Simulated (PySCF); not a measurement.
C₆H₁₃NOSi.
Z-matrix (Å and degrees, PBE0-D3(BJ)/def2-SVP geometry), rows numbered from 1:
```
C 
C   1  1.3376
Si  2  1.8698  1  122.98
N   3  1.7838  2  110.24  1   -61.39
C   4  1.3598  3  119.67  2   -61.75
O   5  1.2103  4  123.35  3    -0.49
C   3  1.8919  2  111.84  1    55.06
C   7  1.5286  3  110.60  2    55.31
C   7  1.5285  3  111.79  2  -179.74
H   1  1.0958  2  122.12  3   179.42
H   1  1.0971  2  122.14  3     0.21
H   2  1.0970  1  118.24  3  -179.33
H   3  1.4917  2  110.26  1   177.77
H   4  1.0140  3  123.19  2   118.16
H   5  1.1176  4  114.29  3   179.61
H   7  1.1074  3  105.96  2   -61.54
H   8  1.1031  7  111.22  3    62.92
H   8  1.1028  7  111.11  3  -177.88
H   8  1.1007  7  111.86  3   -57.39
H   9  1.1026  7  111.04  3   -62.33
H   9  1.1029  7  111.18  3   178.38
H   9  1.1015  7  112.76  3    57.80
```

Method used: PySCF, TDDFT PBE0/def2-SVPD, vertical, gas phase, core orbitals frozen in the response.

Broadening: Gaussians 0.3 eV wide at half height, area fixed by f = 4.319×10⁻⁹ ∫ε dν̃. The width is an assumption, not a result. The curve ends short of the highest state used, and states not computed would add to its high-energy end.

λ (nm), ε (L mol⁻¹ cm⁻¹) and a bar:
```
    187.0       1488 #######
    188.0       1055 #####
    189.0        941 ####
    190.1       1156 #####
    191.1       1639 ########
    192.2       2444 ###########
    193.2       3354 ################
    194.3       4424 ####################
    195.3       5319 #########################
    196.3       6009 ############################
    197.4       6428 ##############################
    198.4       6474 ##############################
    199.5       6212 #############################
    200.5       5793 ###########################
    201.5       5317 #########################
    202.6       4834 ######################
    203.6       4483 #####################
    204.7       4195 ###################
    205.7       3983 ##################
    206.8       3747 #################
    207.8       3485 ################
    208.8       3159 ###############
    209.9       2730 #############
    210.9       2300 ###########
    212.0       1822 ########
    213.0       1415 #######
    214.1       1027 #####
    215.1        740 ###
    216.1        518 ##
    217.2        343 ##
    218.2        236 #
    219.3        163 #
    220.3        124 #
    221.4        102 
    222.4         91 
    223.4         86 
    224.5         82 
    225.5         77 
    226.6         71 
    227.6         64 
    228.6         56 
    229.7         46 
    230.7         38 
    231.8         29 
    232.8         22 
    233.9         16 
    234.9         12 
    235.9          8 
    237.0          5 
    238.0          4 
    239.1          2 
    240.1          1 
    241.2          1 
    242.2          0 
    243.2          0 
    244.3          0
```

Task: Where are the band maxima, and which computed states make them?

Result: 198 nm (6.26 eV), ε about 6500, made up of S4 (95%) (ε in L mol⁻¹ cm⁻¹; maxima over ε = 5, shares over 10%). At its high-energy end, 6.63 eV, the curve is still rising (ε about 1500, from S5 and S6). The states used: S1 5.53 eV (f 0.0008); S2 5.95 eV (f 0.0098); S3 6.00 eV (f 0.026); S4 6.28 eV (f 0.069); S5 6.84 eV (f 0.049); S6 6.95 eV (f 0.062); S7 6.98 eV (f 0.010); S8 7.06 eV (f 0.023); S9 7.11 eV (f 0.140); S10 7.23 eV (f 0.047).

Task: On this curve, what absorbance would a 10⁻⁵ mol/L sample give at 193 nm over a 1 cm path?

Result: 193 nm is 6.424 eV, where ε is about 3200 L mol⁻¹ cm⁻¹, so A = ε c l ≈ 0.032 (Beer–Lambert, with the gas-phase spectrum and the assumed width).

Task: What would ε be at 6.26 eV, the highest of these maxima, with half the width (0.15 eV)?

Result: About 12000 L mol⁻¹ cm⁻¹ against 6490, a factor of about 1.9; a lone state at its own centre would give exactly 2.

Task: Coming from long wavelengths, where does ε first pass 100 L mol⁻¹ cm⁻¹?

Result: At about 221 nm (5.60 eV), 0.07 eV above S1.

The vertical ionisation energy (ΔSCF) is 9.26 eV, 2.02 eV above S10.

On one thread of an x86-64 server, shared host, this took 7.9 min of wall time.

One conformer stands for the species.
